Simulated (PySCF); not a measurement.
C7H9FSi.
Numbering: `[F:1][c:2]1[cH:3][cH:4][cH:5][c:6]([CH2:7][SiH3:8])[cH:9]1` (hydrogens: H10 on C3; H11 on C4; H12 on C5; H13, H14 on C7; H15, H16, H17 on Si8; H18 on C9)

Structure used (PBE0-D3(BJ)/def2-SVP), in Å, numbered top down from 1:
```
atom  x, y, z in Å
F1     2.4847    0.2030    2.4035
C2     1.8851    0.2093    1.2130
C3     2.4959    0.8637    0.1505
C4     1.8511    0.8542   -1.0844
C5     0.6293    0.2048   -1.2452
C6     0.0226   -0.4564   -0.1685
C7    -1.3145   -1.1185   -0.3241
Si8   -2.7309    0.0525    0.1459
C9     0.6679   -0.4440    1.0744
H10    3.4544    1.3625    0.3022
H11    2.3123    1.3604   -1.9358
H12    0.1372    0.2068   -2.2209
H13   -1.4723   -1.4454   -1.3641
H14   -1.3896   -2.0153    0.3117
H15   -2.5876    0.4698    1.5735
H16   -2.6941    1.2673   -0.7230
H17   -4.0488   -0.6333   -0.0304
H18    0.2351   -0.9421    1.9448
```

Level: wB97X-D/def2-SVPD in PySCF, non-relativistic, on one gas-phase PBE0-D3(BJ)/def2-SVP geometry that isn't relaxed in the solvent. The solvent is an IEF-PCM continuum (van der Waals radii × 1.2), and excitations are vertical TDDFT with non-equilibrium linear response and a frozen core. The model holds no explicit solvent molecules, cavitation or dispersion.

Gas-phase singlets (H = HOMO, L = LUMO):

| state | E (eV) | λ (nm) | f | leading configurations |
| --- | --- | --- | --- | --- |
| S1 | 5.297 | 234 | 0.017 | H→L 47%, H-1→L+1 19%, H→L+1 17% |
| S2 | 5.958 | 208 | 0.083 | H→L+1 36%, H-1→L 30%, H→L 27% |
| S3 | 6.787 | 183 | 0.402 | H-1→L 50%, H→L+1 42% |
| S4 | 6.863 | 181 | 0.773 | H-1→L+1 68%, H→L 23% |
| S5 | 7.025 | 176 | 0.007 | H→L+2 74%, H→L+4 8% |

Q: Give the list for acetonitrile (ε = 35.69), n² = 1.81.

A: 
```json
{"state": "S1", "E (eV)": "5.308", "λ (nm)": "234", "f": "0.023", "leading configurations": "H→L 45%, H→L+1 20%, H-1→L 17%", "change by rank (eV)": "+0.011"}
{"state": "S2", "E (eV)": "5.921", "λ (nm)": "209", "f": "0.139", "leading configurations": "H→L+1 35%, H→L 33%, H-1→L 26%", "change by rank (eV)": "-0.037"}
{"state": "S3", "E (eV)": "6.660", "λ (nm)": "186", "f": "0.563", "leading configurations": "H-1→L 52%, H→L+1 37%", "change by rank (eV)": "-0.127"}
{"state": "S4", "E (eV)": "6.735", "λ (nm)": "184", "f": "0.807", "leading configurations": "H-1→L+1 68%, H→L 19%", "change by rank (eV)": "-0.128"}
{"state": "S5", "E (eV)": "7.000", "λ (nm)": "177", "f": "0.005", "leading configurations": "H→L+2 68%, H→L+3 13%, H→L+4 11%", "change by rank (eV)": "-0.025"}
```

Q: The ground-state energy changes by -0.148 eV from gas to acetonitrile. By how much does the total energy of gas-phase S3 change?

A: E(S3) = E(S0) + excitation energy, so it changes by -0.148 − 0.127 = -0.275 eV: it is lowered more than the ground state, which is what a red shift means. This is the vertical state, with the slow part of the continuum still set for S0.

Q: How do the frontier levels move from gas to acetonitrile?

A: 
```tsv
orbital	gas (eV)	solvent (eV)	change (eV)
LUMO+2	1.99	2.18	+0.19
LUMO+1	1.44	1.48	+0.04
LUMO	1.13	1.20	+0.07
HOMO	-8.76	-8.70	+0.06
HOMO-1	-9.16	-9.13	+0.03
HOMO-2	-11.37	-11.24	+0.13
HOMO-3	-11.47	-11.34	+0.13
```

The HOMO–LUMO gap goes from 9.89 to 9.90 eV.

wB97X-D is run here without its empirical dispersion term; that term would change no orbital, density or response property at a fixed geometry.
